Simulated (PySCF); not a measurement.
A run for PySCF: R-HF/3-21G on BFH2S2 (SMILES FB(S)S), a point of a torsion scan.

```python
from pyscf import gto, scf, dft, mp
from pyscf.data.elements import chemcore

mol = gto.M(
    atom='''
    F    -0.89512122   -1.81128964    0.17846671
    B    -0.33151848   -0.64687045   -0.04365262
    S     1.50119044   -0.58789281   -0.39052532
    S    -1.37381666    0.80246823   -0.01289955
    H     1.35682520   -0.73222404   -1.70250723
    H    -0.42752852    1.70585534   -0.24428869
    ''',
    basis='3-21g',
    charge=0, spin=0, verbose=3, max_memory=1800)
mf = scf.RHF(mol)
mf.conv_tol = 1e-8
mf.max_cycle = 100
mf.kernel()
if not mf.converged:
    mf = mf.newton().run(mf.mo_coeff, mf.mo_occ)
```

The log:

```
converged SCF energy = -915.81848994605
```

The calculation finished and met its thresholds.

Cost: very roughly 0.3 core-seconds.
